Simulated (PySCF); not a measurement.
Isomers C$_{6}$H$_{11}$FO$_{2}$Si:

A. `CC(C)O[SiH2]/C(F)=C/C=O`
B. SMILES C[C@@H](F)[C@H]1CC[Si@H]1C(=O)O
C. SMILES C=CC(=O)[Si@@H](F)OC(C)C

Spectrum 1. ¹³C{¹H} NMR (computed): δ 193.6 (C), 190.3 (CH), 131.0 (CH), 70.5 (CH), 27.3 (CH3).

Spectrum 2. ¹³C{¹H} NMR (computed): δ 228.2 (C), 139.1 (CH), 133.7 (CH2), 72.0 (CH), 28.4 (CH3), 27.9 (CH3).

Spectrum 3. ¹³C{¹H} NMR (computed): δ 185.7 (C), 93.2 (CH), 39.1 (CH), 24.3 (CH2), 22.3 (CH3), 10.0 (CH2).

Theory: shieldings: GIAO PBE0/pcSseg-1, geometry from GFN2-xTB, in PySCF (one computed conformer, relativity neglected, in vacuum, averaged over atoms made equivalent by symmetry, fast rotation or ring inversion).

Referencing at the same level of theory: TMS for ¹³C (186.93 ppm). Splittings of carbon signals by F and P are missing where no couplings were computed. Acid and N–H amide carbonyl carbons lie up to 10 ppm further downfield in solution (hydrogen bonding). Shifts are as computed. Against solution values, carbons near 30 ppm lie about +3 ppm off and those near 130 ppm about +5 ppm. Of 1309 compounds with measured shifts, 239 miss one by over three times the rms of a fit or turn the order of signals round; such compounds aren't used in these exercises.

**Question.** Match each spectrum to its structure.

**Answer.** 1–A, 2–C, 3–B.

- Spectrum 1 (A): 5 ¹³C signals; δC 193.6 is a β carbon of a C=C–C=O unit; δC 190.3 is an aldehyde carbonyl carbon.
- Spectrum 2 (C): 6 ¹³C signals; δC 139.1 is an α carbon of a C=C–C=O unit; δC 133.7 is a β carbon of a C=C–C=O unit.
- Spectrum 3 (B): 6 ¹³C signals; δC 93.2 is an sp3 CH bonded to F; δC 24.3 is an sp3 CH2 in a ring.
